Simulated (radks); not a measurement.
Coulomb parameter of the 4d shell of the palladium ion Pd2+ in the model configuration [Kr] 4d6 5p2, as a second difference U = [E(n + 0.5) + E(n - 0.5) - 2 E(n)] / (0.5)^2 with all orbitals relaxed. "Bare": the charge of the atom changes with n. "Screened": the 5p shell takes up the change at fixed total charge, which measures U(4d,4d) + U(5p,5p) - 2 U(4d,5p). Calculated with a radial shooting solver on a logarithmic mesh with Libxc functionals: scalar-relativistic Kohn-Sham, r2SCAN, spin-unpolarised, spherical densities, finite nucleus; meta-GGA in the generalised Kohn-Sham scheme; Fermi nuclear charge, rms radius 4.5318 fm.

case              configuration  E - E(n) (eV)
start              [Kr] 4d6 5p2          0.000
bare +0.5        [Kr] 4d6.5 5p2        -17.225
bare -0.5        [Kr] 4d5.5 5p2         20.752
screened +0.5  [Kr] 4d6.5 5p1.5         -9.726
screened -0.5  [Kr] 4d5.5 5p2.5         10.536

U(bare) = 14.110 eV, U(screened by 5p) = 3.242 eV, against the Slater integral F0(4d,4d) = 19.335 eV with frozen orbitals.
